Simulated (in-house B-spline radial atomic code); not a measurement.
Inner levels of cerium as electrons are removed. A shift is the extra binding of the orbital against the neutral atom ([Xe] 4f1 5d1 6s2). Computed with a radial B-spline atomic code at the basis-set limit: non-relativistic Hartree-Fock, average of the configuration, point nuclei.

This level leaves out relativity, spin-orbit splitting included, which matters for heavy ions.

| ion | configuration | shift of 3p (eV) | shift of 4d (eV) | shift of 2p (eV) | radius of 3p (bohr) | radius of 4d (bohr) | radius of 2p (bohr) | Σ<r²> (bohr²) | change of density at nucleus (bohr⁻³) |
| --- | --- | --- | --- | --- | --- | --- | --- | --- | --- |
| Ce11+ | [Kr] 4d10 5s1 | 173.28 | 165.2 | 174.63 | 0.2822 | 0.71912 | 0.095338 | 13.725 | -12.295 |
| Ce12+ | [Kr] 4d10 | ? | ? | ? | ? | ? | ? | ? | ? |
| Ce13+ | [Kr] 4d9 | 230.57 | 215.77 | 234.25 | 0.28194 | 0.70513 | 0.095329 | 10.732 | -70.548 |
| Ce14+ | [Kr] 4d8 | 267.39 | 246.74 | 273.08 | 0.2817 | 0.695 | 0.095321 | 9.9554 | -54.003 |
| Ce15+ | [Kr] 4d7 | 305.23 | 278.42 | 313.15 | 0.28144 | 0.68528 | 0.095312 | 9.2208 | -36.53 |
| Ce16+ | [Kr] 4d6 | 344.07 | 310.78 | 354.44 | 0.28116 | 0.67594 | 0.095302 | 8.5246 | -18.132 |
| Ce17+ | [Kr] 4d5 | ? | ? | ? | ? | ? | ? | ? | ? |
| Ce18+ | [Kr] 4d4 | 424.7 | 377.54 | 440.64 | 0.28053 | 0.65824 | 0.095279 | 7.2349 | 21.423 |
| Ce19+ | [Kr] 4d3 | 466.46 | 411.92 | 485.53 | 0.28018 | 0.64984 | 0.095267 | 6.6364 | 42.574 |
| Ce20+ | [Kr] 4d2 | ? | ? | ? | ? | ? | ? | ? | ? |
| Ce21+ | [Kr] 4d1 | 552.81 | 482.66 | 578.87 | 0.27942 | 0.63383 | 0.095239 | 5.5212 | 87.615 |

Problem. Fill in the row of Ce12+.

Solution. shift of 3p (eV): 194.8; shift of 4d (eV): 185.52; shift of 2p (eV): 196.67; radius of 3p (bohr): 0.28216; radius of 4d (bohr): 0.71606; radius of 2p (bohr): 0.095336; Σ<r²> (bohr²): 11.555; change of density at nucleus (bohr⁻³): -86.16.

Problem. Fill in the row of Ce17+.

Solution. shift of 3p (eV): 383.9; shift of 4d (eV): 343.82; shift of 2p (eV): 396.94; radius of 3p (bohr): 0.28085; radius of 4d (bohr): 0.66693; radius of 2p (bohr): 0.095291; Σ<r²> (bohr²): 7.8635; change of density at nucleus (bohr⁻³): 1.187.

Problem. Fill in the row of Ce20+.

Solution. shift of 3p (eV): 509.16; shift of 4d (eV): 446.96; shift of 2p (eV): 531.61; radius of 3p (bohr): 0.27981; radius of 4d (bohr): 0.64171; radius of 2p (bohr): 0.095253; Σ<r²> (bohr²): 6.0658; change of density at nucleus (bohr⁻³): 64.638.
